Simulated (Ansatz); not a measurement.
The same path of BClFH2N + H2O (9 atoms, charge 0, multiplicity 1) was run twice with different band settings. Lost on the way: O7–H9. Made: B1–O7, N2–H9.

Method: RKS PBE/def2-SVP in Ansatz.

Relaxed end points:

```xyz
9
Properties=species:S:1:pos:R:3
B 0.043 -0.279 0.279
N 0.051 -0.331 1.688
H -0.749 -0.662 2.225
H 0.916 -0.236 2.222
F 1.160 -0.047 -0.412
Cl -1.471 -0.621 -0.606
O -0.640 2.473 0.595
H -1.461 2.186 0.154
H -0.576 1.834 1.333
```

```xyz
9
Properties=species:S:1:pos:R:3
B -0.282 0.546 0.227
N 0.002 0.139 1.804
H -0.893 -0.100 2.256
H 0.626 -0.678 1.861
F 0.969 0.566 -0.374
Cl -1.301 -0.913 -0.411
O -0.967 1.772 0.340
H -1.310 2.050 -0.526
H 0.430 0.934 2.303
```

Common settings: movable images 7; climbing image yes; optimiser quadratic models (default); start path through a guess of the saddle point; force threshold 0.05 eV/Å; iteration limit 60; end points relaxed.

| run | spring |
| --- | --- |
| 1 | 5.0 eV/Å² |
| 2 | 0.1 eV/Å² |

Question: What does each run give, and how far can it be trusted?

Answer: Run 1: converged after 13 iterations, highest image 0.211 eV above the first end. A vibrational analysis at the climbing image gives one clearly imaginary mode, 956i cm⁻¹: a first-order saddle point.
Run 2: converged after 11 iterations, highest image 0.211 eV above the first end. Another band between the same ends (7 images) ends at a top of the same energy, where a vibrational analysis finds 1 clearly imaginary mode.
The orbitals stay closed-shell, which can raise the energy where a bond breaks towards radicals; this wasn't checked here.
